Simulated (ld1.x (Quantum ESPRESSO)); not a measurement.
## Pseudopotential generation for tungsten (W): PAW, PBEsol, fully relativistic.

* Element: tungsten (W)
* Generator: ld1.x (Quantum ESPRESSO) 7.5
* Type: PAW
* Functional: PBEsol
* Relativity: fully relativistic
* Frozen core: [Xe] 4f14
* Valence charge: 6
* Reference configuration: 5d4 6s0 6p0 (charge +2)
* Partial waves: 6s (bound, empty): rcut 1.45, rcutus 2.05 bohr; 6s channel at -1.1 Ry: rcut 1.45, rcutus 2.05 bohr; 6p (bound, empty): rcut 2.30, rcutus 2.80 bohr; 6p channel at 0.05 Ry: rcut 2.30, rcutus 2.80 bohr; 5d (bound): rcut 1.65, rcutus 1.75 bohr; 5d channel at 0.35 Ry: rcut 1.65, rcutus 1.75 bohr
* Local potential: all-electron potential smoothed inside 2.35 bohr (lloc = -1)
* Core correction: Bessel-smoothed model core inside 1.10 bohr
* Augmentation charge: PSQ, radius 1.45 bohr

Open shells are filled in proportion to 2j + 1 (rel_dist='average').

Calculated quality:

```
Configuration tests                       : test run stopped at test 1 of 7 (negative rho)
Density cutoff estimated by the generator : 186 Ry
```

The ghost test of this file was not conclusive.

Generation and tests took about 1.9 s on one core of a shared server CPU.
